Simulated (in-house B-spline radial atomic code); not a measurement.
## PBEsol excitations of Br VI (Br5+)

Method: PBEsol. Computed with a B-spline radial code for spherical atoms: linear response of the closed shell [Ar] 3d10 4s2 with the functional's adiabatic kernel; scalar-relativistic (spin-free one-electron X2C), finite nucleus, no spin-orbit coupling, no double excitations, S, P, D and F terms only; shells from n = 2 respond. Only terms of natural parity with L up to 3 were computed.

Command:
```bash
python run_td.py task.json out
```
Settings (radii: box in bohr, nucleus in fm):
```
Z                        35
electrons                30
configuration            [Ar] 3d10 4s2
hamiltonian              x2c
method                   pbesol
box_radius               16.35
rms_radius               4.1629
intervals                71
```

Time taken, with all properties: 1.5 s on 1 thread of Arm Neoverse N1, with other jobs on the host.

The lowest states, in the order of their Tamm-Dancoff energies; the method's threshold (minus the highest occupied level) is 81.02 eV. Labels give the largest channel, * marks a mixed state, and oscillator strengths are full-response dipole values. Semilocal kernels can invert the small singlet-triplet splittings of Rydberg terms. Energies in eV:

```csv
state,full response,Tamm-Dancoff,oscillator strength
4s → 4p 3P,13.566,13.736,-
4s → 4p 1P,19.128,19.802,1.57
4s → 4d 3D,?,?,-
4s → 4d 1D,38.52,38.54,-
4s → 5s 3S,44.52,44.53,-
4s → 5s 1S,45.54,45.58,-
4s → 5p 3P,50.02,50.03,-
4s → 5p 1P,?,?,?
4s → 4f 3F,54.40,54.42,-
4s → 4f 1F,54.87,54.88,-
```

Task: Where does 4s → 4d 3D lie?

Result: At 36.70 eV in full response, 36.76 eV in Tamm-Dancoff.

Task: Where does 4s → 5p 1P lie?

Result: At 50.50 eV in full response, 50.55 eV in Tamm-Dancoff, oscillator strength 0.0632.

Task: How large is the singlet-triplet splitting of 4s → 4p (P terms) in Tamm-Dancoff?

Result: 6.07 eV, from the unrounded values.

Task: What polarisabilities and dispersion coefficient does the method give?

Result: Dipole 3.543 bohr³, quadrupole 4.782 bohr⁵, C6 7.915 hartree·bohr⁶ for two such species.
